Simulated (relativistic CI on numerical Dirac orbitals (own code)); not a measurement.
# Magnetism of Ag²⁺, 4d9, in a crystal field

Calculated by Dirac-Coulomb-Breit CI, separate exchange-only KLI orbitals for each configuration, model QED (radiative potential, 1s self-energy scaled to tabulated hydrogen-like ionisation energies), one configuration in a parametric crystal field, unscaled Slater integrals (own radial code).

Field parameters in Wybourne normalisation: Oh B⁴₀ = 21Dq, B⁴₄ = √(5/14) B⁴₀; Td as Oh with Dq negative (B⁴₀ = 21Dq, B⁴₄ = √(5/14) B⁴₀). The field is a parameter set, without covalency.

S is read from ⟨S²⟩ = S(S + 1).

Powder χT (cm³ K mol⁻¹) by Van Vleck's formula, with temperature-independent terms:

| Field | 2 K | 5 K | 10 K | 20 K | 50 K | 100 K | 200 K | 300 K |
| --- | --- | --- | --- | --- | --- | --- | --- | --- |
| Oh, 10Dq = 24300 cm⁻¹ | 0.488 | 0.489 | 0.489 | 0.489 | 0.49 | 0.493 | 0.497 | 0.501 |
| Oh, 10Dq = 26750 cm⁻¹ | 0.478 | 0.478 | 0.478 | 0.479 | 0.48 | 0.482 | 0.486 | 0.49 |
| Oh, 10Dq = 34400 cm⁻¹ | 0.455 | 0.455 | 0.456 | 0.456 | 0.457 | 0.458 | 0.461 | 0.464 |
| Td, 10Dq = -4250 cm⁻¹ | 0.378 | 0.381 | 0.386 | 0.396 | 0.428 | 0.48 | 0.585 | 0.689 |
| Td, 10Dq = -7200 cm⁻¹ | 0.377 | 0.379 | 0.383 | 0.391 | 0.414 | 0.453 | 0.531 | 0.609 |
| Td, 10Dq = -13200 cm⁻¹ | 0.377 | 0.378 | 0.381 | 0.388 | 0.406 | 0.436 | 0.496 | 0.557 |
| Td, 10Dq = -13600 cm⁻¹ | 0.377 | 0.378 | 0.381 | 0.387 | 0.405 | 0.435 | 0.495 | 0.555 |
| Td, 10Dq = -13800 cm⁻¹ | 0.377 | 0.378 | 0.381 | 0.387 | 0.405 | 0.435 | 0.494 | 0.554 |

(1) For Oh, 10Dq = 34400 cm⁻¹: what effective moment follows at 300 K?

Results:

(1) μ_eff = √(8χT) = 1.93 μB. The ground level has S = 0.50; the spin-only moment for S = 1/2 is 1.73 μB. The difference comes from the orbital moment, spin-orbit mixing of terms and temperature-independent paramagnetism, all larger in this ionic model than in covalent complexes.
